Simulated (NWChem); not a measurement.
CH$_{4}$O$_{3}$Si; SMILES [SiH2](O)OC=O

```xyz
9

O      0.9222    -1.5157     0.2808
C     -0.1971    -1.5717    -0.1610
O     -0.9950    -0.5272    -0.3085
Si    -0.4261     1.0089     0.2409
O      1.0700     1.3243    -0.3672
H     -0.6810    -2.5123    -0.4966
H     -0.4781     0.9508     1.7255
H     -1.3808     1.9816    -0.3303
H      1.7104     0.6345    -0.1460
```
Atoms are numbered in this order, from 1.

Coordinates come from a PBE0/def2-SVP optimisation.

Task: List the 4 lowest vertical singlet excitations from PBE/6-31G* (spherical d), full TDDFT (NWChem).

Result: 
```tsv
state	energy (eV)	oscillator strength	leading excitation (squared amplitude)
S1	5.60	0.001	HOMO → LUMO (1.00)
S2	6.14	0.001	HOMO−1 → LUMO (0.98)
S3	6.80	0.003	HOMO → LUMO+1 (0.99)
S4	6.97	0.020	HOMO−2 → LUMO (0.51)
```
